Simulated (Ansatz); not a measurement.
Molecule: LaF₂, charge 0, multiplicity 2. SMILES of the parent species: [F][La][F]

Atoms: La1, F2, F3. Bonds: La1-F2, La1-F3.

Bond lengths (Å) and angles (degrees) optimised at HF/6-31G* with LANL2DZ past Ar with Ansatz (a first-principles code); B3LYP/LANL2DZ with Ansatz; B3LYP/6-31G* with LANL2DZ past Ar with Ansatz; MP2/6-31G* with LANL2DZ past Ar with Ansatz, each started from the B3LYP-D3(BJ)/def2-TZVP structure (Ansatz) of the last column. A row stands for all coordinates that are equal there. 6-31G* holds six Cartesian d functions. No wavenumbers were computed at B3LYP/LANL2DZ, MP2/6-31G* with LANL2DZ past Ar, so these may be saddle points.

```tsv
coordinate	HF/6-31G* with LANL2DZ past Ar	B3LYP/LANL2DZ	B3LYP/6-31G* with LANL2DZ past Ar	MP2/6-31G* with LANL2DZ past Ar	B3LYP-D3(BJ)/def2-TZVP
La1-F2	2.112	2.161	2.106	2.118	2.129
F2-La1-F3	110.6	108.8	105.7	107.9	111.7
```

Mean signed difference of all 2 bond lengths from B3LYP-D3(BJ)/def2-TZVP: HF/6-31G* with LANL2DZ past Ar -0.017 Å, B3LYP/LANL2DZ 0.032 Å, B3LYP/6-31G* with LANL2DZ past Ar -0.024 Å, MP2/6-31G* with LANL2DZ past Ar -0.012 Å.
